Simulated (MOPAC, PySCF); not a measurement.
CH3BO, SMILES `B1CO1`, neutral singlet in the gas phase. 

Z-matrix (Å, degrees):
```
C
H 1 1.0843
H 1 1.0843 2 114.69
B 1 1.5139 2 122.45 3 -172.76
O 4 1.3272 1 64.48 2 -93.90
H 4 1.1795 5 137.37 1 180.00
```
Charge 0, spin multiplicity 1.

All levels are single points at this geometry (B3LYP-D3(BJ)/def2-TZVP); Pople sets use spherical d functions. Orbital energies aren't observables, and empty levels follow the basis.

HF/3-21G in PySCF gives gap (eV) = 15.31.

Task: Estimate the gap (eV) from each of these levels: B3LYP-D3(BJ)/def2-TZVP in PySCF; PBE-D3(BJ)/def2-TZVP in PySCF; B3LYP/3-21G in PySCF; B3LYP/6-311+G** in PySCF; BP86/6-31G* in PySCF; M06-2X/6-31G* in PySCF; PBE/6-31G* in PySCF; HF/6-31G* in PySCF; AM1 in MOPAC; PM3 in MOPAC; PM6 in MOPAC; PM7 in MOPAC.

Result: 
| level | gap (eV) |
|---|---|
| B3LYP-D3(BJ)/def2-TZVP in PySCF | 7.45 |
| PBE-D3(BJ)/def2-TZVP in PySCF | 5.54 |
| B3LYP/3-21G in PySCF | 7.70 |
| B3LYP/6-311+G** in PySCF | 7.37 |
| BP86/6-31G* in PySCF | 5.73 |
| M06-2X/6-31G* in PySCF | 10.54 |
| PBE/6-31G* in PySCF | 5.69 |
| HF/6-31G* in PySCF | 15.44 |
| AM1 in MOPAC | 12.70 |
| PM3 in MOPAC | 12.62 |
| PM6 in MOPAC | 11.63 |
| PM7 in MOPAC | 10.61 |
